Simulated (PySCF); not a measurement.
## Steps of a relaxation of Pr(OH)3(NH3)

Pr(OH)3(NH3) (singlet in the valence; each metal's 4f electrons, 2 of them, lie in its core potential, out of spins and levels). PySCF 2.14.0, RKS PBE0, Pr lcecp-1-SVP with ECP48, O def2-SVP, H def2-SVP, N def2-SVP; non-relativistic Hamiltonian with scalar-relativistic core potentials where named; density fitting; no spin-orbit coupling. Origin of the start: template. Columns: position (Å) and force (eV/Å). Energies are counted from the last step; some of the 18 steps are shown. Forces carry noise of the integration grid, about 0.01 to 0.03 eV/Å.

Run from Python with OMP_NUM_THREADS=2. Where DIIS fails, smearing, a level shift and second-order steps follow.
It took 72 s on 2 threads of AMD EPYC 9R45 96-Core Processor (Zen 5), on a shared host, from the converged density of the start.

```xyz
11
step 0  E = 0.399 eV
Pr    0.0181   -0.0169    0.0145     1.65   -1.57    1.50
O     1.3061    1.2711    1.3025    -0.73   -0.44   -0.50
H     1.8257    1.5432    2.0696    -0.23   -0.14   -0.40
O    -1.2699   -1.3049    1.3025     0.23    0.87   -0.53
H    -1.7895   -1.5770    2.0696     0.32    0.06   -0.36
O     1.3061   -1.3049   -1.2735    -0.69    0.53    0.43
H     1.8257   -2.0720   -1.5456    -0.25    0.39    0.16
N    -1.4801    1.4813   -1.4837    -0.24    0.25   -0.24
H    -2.0933    2.0945   -0.9467    -0.06    0.06    0.06
H    -0.9431    2.0945   -2.0969     0.06    0.06   -0.06
H    -2.0933    0.9443   -2.0969    -0.06   -0.06   -0.06
```

```xyz
11
step 6  E = 0.035 eV
Pr    0.1521   -0.1687    0.1735    -0.01    0.06   -0.09
O     1.2491    1.3040    1.3065     0.14    0.06    0.22
H     1.7793    1.7813    1.9542    -0.20   -0.13   -0.28
O    -1.3742   -1.2005    1.2918    -0.08   -0.03    0.17
H    -1.9151   -1.6099    1.9736     0.12    0.08   -0.22
O     1.2483   -1.3174   -1.2983     0.03   -0.12    0.06
H     1.7600   -1.9945   -1.7491    -0.12    0.19    0.04
N    -1.4026    1.4210   -1.4164     0.07   -0.08    0.08
H    -2.0061    2.0351   -0.8675     0.02   -0.02    0.00
H    -0.8586    2.0270   -2.0324     0.00   -0.02    0.01
H    -2.0197    0.8758   -2.0202     0.01    0.00    0.01
```

```xyz
11
step 11  E = 0.005 eV
Pr    0.1833   -0.2094    0.2558     0.04   -0.05    0.10
O     1.2472    1.3569    1.2858    -0.24   -0.29   -0.27
H     1.7516    1.9909    1.7786     0.26    0.31    0.26
O    -1.4525   -1.1426    1.3010     0.22    0.18   -0.20
H    -2.1090   -1.6145    1.7998    -0.26   -0.19    0.20
O     1.1841   -1.3292   -1.2889    -0.03    0.04    0.00
H     1.6783   -1.8467   -1.9215     0.05   -0.06   -0.05
N    -1.3000    1.3200   -1.3060    -0.07    0.07   -0.07
H    -1.9078    1.9311   -0.7588     0.01    0.00    0.00
H    -0.7519    1.9261   -1.9179     0.01   -0.01    0.01
H    -1.9109    0.7705   -1.9123     0.01   -0.01    0.01
```

Problem. Where does the relaxation end?

Solution. It converges at step 17 in C1, nearly C3v:
```xyz
11
step 17  E = 0
Pr    0.1843   -0.2195    0.2708
O     1.2563    1.3626    1.2694
H     1.7625    2.0058    1.7650
O    -1.4660   -1.1507    1.3007
H    -2.1299   -1.6283    1.7967
O     1.1851   -1.3220   -1.2894
H     1.6813   -1.8423   -1.9204
N    -1.3017    1.3226   -1.3027
H    -1.9109    1.9323   -0.7565
H    -0.7434    1.9250   -1.9079
H    -1.9052    0.7678   -1.9102
```

Problem. How did the contacts change?

Solution. 
```tsv
contact	start (Å)	end (Å)
Pr1–O2 (OH)	2.231	2.156
Pr1–O4 (OH)	2.231	2.157
Pr1–O6 (OH)	2.231	2.157
Pr1–N8 (NH3)	2.595	2.657
```


An lcecp potential fixes the number of 4f electrons, so in runs with it no electron can move into or out of that shell.
